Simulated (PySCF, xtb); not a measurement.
Sn(F)(Cl)(OH)2 (ClFH2O2Sn), SMILES [OH][Sn]([OH])([F])[Cl].

GFN2-xTB (xtb) at its own geometry gives an orbital gap of 4.13 eV and a dipole moment of 1.55 D.

Geometry optimised at PBE0-D3(BJ)/def2-SVP. The structure was generated by enumeration; whether it is a known compound was not checked. The def2 effective core potentials stand for the cores of Sn; spin–orbit coupling is left out. The values are those of a single conformer.

Problem. What does PBE/def2-TZVP (PySCF) give? (An estimate is asked for; the answer gives what the named calculation found.)

Solution. gap 4.34 eV (levels -7.98 and -3.64 eV), dipole 1.90 D.
